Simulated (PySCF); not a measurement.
A calculated (TPSS, PySCF 2.14, def2-TZVP, no relativity, point nucleus) atom or ion has these occupied shells.

```csv
shell,electrons,orbital energy (eV),"rms radius, mean of both spins (bohr)"
1s α,1,-8789.4,0.0612
1s β,1,-8789.4,0.0612
2s α,1,-1069.8,0.259
2s β,1,-1069.3,0.259
2p α,3,-939.66,0.230
2p β,3,-939.21,0.230
3s α,1,-138.38,0.773
3s β,1,-137.06,0.773
3p α,3,-97.764,0.815
3p β,3,-96.465,0.815
3d α,5,-30.196,1.05
3d β,4,-29.152,1.05
```

(1) Name the element and its charge.

Results:

(1) Cu²⁺ (copper, charge +2), in [Ar] 3d9, 2D determinant.
